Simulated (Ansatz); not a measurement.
Gas-phase electronic energies from Ansatz, PBE0-D4/def2-TZVP geometries. CCSD(T)/CBS adds triple-zeta CCSD(T) − MP2 to the extrapolated MP2 energy (def2 sets, frozen cores). DFT in def2-TZVPP. One conformer a species, not always the lowest.

`O[SiH2][SiH](Cl)Cl` + `O[SiH2]O` → `O[SiH2]O[SiH](Cl)Cl` + `O[SiH3]`  (cleavage of the Si–Si bond)

| species | ωB97M-V energy (Eh) |
| --- | --- |
| `O[SiH2][SiH](Cl)Cl` | -1577.13234 |
| `O[SiH2]O` | -442.45097 |
| `O[SiH2]O[SiH](Cl)Cl` | -1652.49278 |
| `O[SiH3]` | -367.14241 |

**Question.** Work out ΔE.

**Answer.** ΔE = (-1652.49278) + (-367.14241) − (-1577.13234) − (-442.45097) = -0.05188 Eh = -136.2 kJ/mol. CCSD(T)/CBS gives -133.9 kJ/mol.

Largest T1 diagnostic among the species: 0.011.

From PBE to PBE0 (25 % exact exchange), in def2-TZVPP and without D4, ΔE moves by −11.0 kJ/mol. In def2-TZVPP, CCSD(T) changes the Hartree–Fock value by +21.5 kJ/mol (the triples alone add +3.0 kJ/mol) and MP2 by +15.6 kJ/mol.
